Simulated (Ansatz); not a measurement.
This geometry of C3H9AlGe (14 atoms, charge 0, multiplicity 1) is a first-order saddle point.

All numbers below come from Ansatz, RKS LDA/def2-SVP.

```xyz
14
Properties=species:S:1:pos:R:3
C -1.554 1.096 0.575
Ge -0.247 -0.263 0.070
C 0.796 -0.806 1.621
C 0.942 0.327 -1.458
Al -0.060 -1.215 -2.092
H -1.566 1.196 1.681
H -1.262 2.070 0.129
H -2.577 0.838 0.235
H 1.201 0.098 2.126
H 0.168 -1.369 2.343
H 1.641 -1.453 1.310
H 2.029 0.221 -1.239
H 0.757 1.345 -1.869
H -0.283 -2.115 -3.402
```

(1) Which two structures does it join? (They come from a converged band through this point; their orientation in space is the band's.)

(2) How far does it lie above each of them?

## Answers

(1) No bond is made or broken. The dihedral H8–C1–Ge2–Al5 goes from 108 to -13°. The two ends are copies of one structure, up to a mirror image or an exchange of like atoms.

Initial state:

```xyz
14
Properties=species:S:1:pos:R:3
C -1.554 1.123 0.469
Ge -0.267 -0.251 -0.023
C 0.404 -1.143 1.572
C 1.227 0.482 -1.173
Al 0.268 -0.818 -2.260
H -1.108 1.782 1.245
H -1.826 1.741 -0.411
H -2.481 0.668 0.876
H 0.753 -0.379 2.300
H -0.391 -1.755 2.046
H 1.254 -1.809 1.317
H 2.243 0.211 -0.805
H 1.205 1.573 -1.390
H 0.260 -1.456 -3.733
```

Final state:

```xyz
14
Properties=species:S:1:pos:R:3
C -1.547 1.067 0.614
Ge -0.235 -0.271 0.083
C 0.866 -0.776 1.607
C 0.877 0.339 -1.492
Al -0.107 -1.235 -2.077
H -2.310 0.629 1.289
H -1.029 1.894 1.146
H -2.063 1.482 -0.276
H 1.265 0.143 2.089
H 0.273 -1.344 2.353
H 1.717 -1.407 1.281
H 1.978 0.273 -1.334
H 0.634 1.348 -1.893
H -0.331 -2.172 -3.361
```

(2) 1.0 kcal/mol above the first and 1.0 kcal/mol above the second. This is the barrier of this one path; another mechanism may lie lower.

Run time: 29 s on 2 threads of Intel(R) Xeon(R) 6975P-C (Granite Rapids), on a shared host, peak memory 0.22 GiB.
